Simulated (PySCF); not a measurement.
## Br⁺: ionisation energy

Br⁺ [Ar] 3d10 4s2 4p4 (3P) → Br²⁺ [Ar] 3d10 4s2 4p3 (4S), as a difference of total energies. Computed with PySCF 2.14 in aug-pcseg-3, with no relativity, point nucleus. Correlated levels: valence: [Ar] 3d10 frozen. The calculations carry no spin-orbit coupling.

| method | ionisation energy (eV) | plus first-order spin-orbit estimate | difference from reference of that sum (eV) |
| --- | --- | --- | --- |
| UHF | 20.244 | 20.408 | -1.183 |
| LDA | 21.659 | 21.822 | +0.231 |
| PBE | 21.381 | 21.544 | -0.047 |
| PBE0 | 21.391 | 21.554 | -0.037 |
| r2SCAN | 21.455 | 21.618 | +0.027 |
| TPSS | 21.408 | 21.571 | -0.020 |
| wB97M-V | 21.329 | 21.493 | -0.098 |
| wB97X | 21.523 | 21.686 | +0.095 |
| MP2 (valence) | 21.031 | 21.194 | -0.397 |
| SCS-MP2 (valence) | 21.118 | 21.281 | -0.310 |

Reference: 21.591 eV (measured; NIST Atomic Spectra Database, ionization energies).

A first-order spin-orbit estimate (lowest level to lowest level, LS coupling) adds 0.163 eV.

These non-relativistic numbers lack the scalar-relativistic shift.

Errors of the correlated levels include the incompleteness of this basis and the frozen core.
